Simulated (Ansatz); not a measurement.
Consider the formal loss of a carbene: `CC(O)([SiH3])Cl` → `[CH2]` (triplet) + `OC([SiH3])Cl`.

Program: Ansatz. Geometries: PBE0-D4/def2-TZVP. ΔE: electronic, gas phase. CBS: MP2 limit from def2 TZ/QZ plus the TZ coupled-cluster correction, frozen cores. This one scheme is used for every species. DFT in def2-TZVPP. B3LYP here is the variant with VWN-RPA as its local correlation; programs differ in this. HSE06 is defined as in plane-wave codes. Triplets are unrestricted, without spin–orbit coupling. Each species was taken in one conformer, which may not be the lowest.

| level | ΔE (eV) | difference from CCSD(T)/CBS |
| --- | --- | --- |
| LDA (SPW92) | 5.51 | 0.80 |
| PBE-D4 | 4.76 | 0.05 |
| revPBE-D4 | 4.64 | -0.07 |
| BLYP-D4 | 4.61 | -0.10 |
| r2SCAN-D4 | 4.49 | -0.22 |
| B97M-V | 4.73 | 0.02 |
| PBE0-D4 | 4.66 | -0.05 |
| B3LYP-D4 | 4.60 | -0.11 |
| r2SCANh-D4 | 4.46 | -0.25 |
| r2SCAN0-D4 | 4.43 | -0.28 |
| HSE06-D4 | 4.66 | -0.05 |
| BHLYP-D4 | 4.47 | -0.24 |
| ωB97X-V | 4.79 | 0.08 |
| ωB97M-V | 4.72 | 0.01 |
| PBE-QIDH | 4.65 | -0.06 |
| revPBE | 4.37 | -0.34 |
| BLYP | 4.41 | -0.30 |
| r2SCAN | 4.46 | -0.25 |
| PBE0 | 4.58 | -0.13 |
| B3LYP | 4.45 | -0.26 |
| r2SCANh | 4.44 | -0.27 |
| r2SCAN0 | 4.40 | -0.31 |
| HSE06 | 4.59 | -0.12 |
| CAM-B3LYP | 4.56 | -0.15 |
| LC-ωPBE | 4.54 | -0.17 |
| RPA@PBE/def2-TZVPP | 4.51 | -0.20 |
| HF/def2-SVP | 3.17 | -1.54 |
| MP2/def2-SVP | 4.69 | -0.02 |
| CCSD/def2-SVP | 4.47 | -0.24 |
| CCSD(T)/def2-SVP | 4.58 | -0.13 |
| HF/def2-TZVPP | 3.06 | -1.65 |
| MP2/def2-TZVPP | 4.74 | 0.03 |
| SCS-MP2/def2-TZVPP | 4.71 | 0.00 |
| CCSD/def2-TZVPP | 4.44 | -0.27 |
| CCSD(T)/def2-TZVPP | 4.58 | -0.13 |
| HF/def2-QZVPP | 3.06 | -1.65 |
| MP2/def2-QZVPP | 4.81 | 0.10 |
| HF/CBS(def2) | 3.06 | -1.65 |
| MP2/CBS(def2) | 4.86 | 0.15 |
| CCSD/CBS(def2) | 4.56 | -0.15 |
| CCSD(T)/CBS | 4.71 | 0 |

Question: What do rigid-rotor, harmonic-oscillator terms from PBE0-D4/def2-TZVP frequencies (298.15 K, 1 bar) make of the CCSD(T)/CBS value? (Best estimate.)

Answer: The calculation gave: ΔZPE = -0.28 eV, ΔH = +4.49 eV, ΔS = 170 J/(mol·K), ΔG = +3.97 eV. Open shells count their whole term as degenerate.

Largest T1 diagnostic among the species: 0.011.

The D4 term adds +0.15 eV with B3LYP and +0.08 eV with PBE0; it sums over pairs of atoms, weighted by their polarisabilities, and B3LYP, whose exchange is more repulsive, gets the larger term. From BLYP to BHLYP (50 % exact exchange), in def2-TZVPP and without D4, ΔE moves by −0.05 eV.

CCSD(T)/CBS has its own doubt, a few kJ/mol and more with outer-core shells, so smaller differences from it don't rank the levels.
